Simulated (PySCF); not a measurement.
Al(Br)(Me)(NH2) (CH5AlBrN), SMILES [CH3][Al]([NH2])[Br].

The structure is a stationary point at TPSSh-D3(BJ)/def2-SVP. The structure was generated by enumeration; whether it is a known compound was not checked. Other conformers were not sampled.

Level of theory: PBE/def2-TZVP (PySCF).

Gas-phase values at a fixed geometry.

```yaml
total_energy: -2911.96921 hartree
highest_occupied_level: -6.18 eV
lowest_empty_level: -0.94 eV
orbital_gap: 5.24 eV
dipole_moment: 2.40 D
quadrupole, principal values (traceless, Buckingham form, about the centre of nuclear charge): -2.10, -1.28, 3.38 D·Å
mean_static_polarisability: 67.2 bohr³ (9.96 Å³)
polarisability_principal_values: 53.8, 69.4, 78.5 bohr³
```
